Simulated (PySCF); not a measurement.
H5NOSiTe. Atoms are numbered in the order given.

```xyz
9

Te    -0.6012     0.0467     0.5869
N     -0.6596     1.9729     0.0011
H      0.0258     2.5804     0.4467
H     -0.6809     2.1216    -1.0061
O      1.2289    -0.5557    -0.0586
Si     1.5505    -0.9500    -1.6489
H      0.7674    -2.1400    -2.1000
H      3.0065    -1.2463    -1.7507
H      1.2224     0.1889    -2.5643
```

The structure is a stationary point at B3LYP-D3(BJ)/def2-SVP. The def2 effective core potentials stand for the cores of Te; spin–orbit coupling is left out. The values are those of a single conformer.

These are TDDFT-PBE/def2-SVPD run with PySCF 2.14.0 values and carry that method's errors.

Vertical excitations. Isolated molecule, no solvent.

| state | energy (eV) | λ (nm) | f | main pairs |
|---|---|---|---|---|
| S1 | 2.98 | 416 | 0.001 | HOMO→LUMO 99 % |
| S2 | 3.62 | 343 | 0.002 | HOMO→LUMO+1 98 % |
| S3 | 4.60 | 269 | 0.010 | HOMO−1→LUMO 83 % |
| S4 | 4.82 | 257 | 0.039 | HOMO→LUMO+2 99 % |
| S5 | 4.99 | 249 | 0.008 | HOMO−2→LUMO 63 %, HOMO−1→LUMO+1 30 % |
| S6 | 5.35 | 232 | 0.041 | HOMO→LUMO+3 65 %, HOMO−1→LUMO+1 18 % |
| S7 | 5.39 | 230 | 0.041 | HOMO−3→LUMO 33 %, HOMO→LUMO+3 32 %, HOMO−1→LUMO+1 21 %, HOMO−2→LUMO 7 % |
| S8 | 5.44 | 228 | 0.004 | HOMO−2→LUMO+1 63 %, HOMO−3→LUMO 15 %, HOMO−1→LUMO+1 10 % |
| S9 | 5.45 | 227 | 0.021 | HOMO−3→LUMO 37 %, HOMO−2→LUMO+1 33 %, HOMO−1→LUMO+1 12 %, HOMO−1→LUMO 6 % |
| S10 | 5.64 | 220 | 0.016 | HOMO→LUMO+4 91 % |
| T1 | 2.31 | 536 | 0 | HOMO→LUMO 100 % |
| T2 | 2.98 | 416 | 0 | HOMO→LUMO+1 99 % |
| T3 | 4.07 | 304 | 0 | HOMO−1→LUMO 98 % |
| T4 | 4.47 | 277 | 0 | HOMO−2→LUMO 98 % |
Triplets are in the Tamm–Dancoff approximation, which puts them higher than full response would, so one can lie above its singlet here.
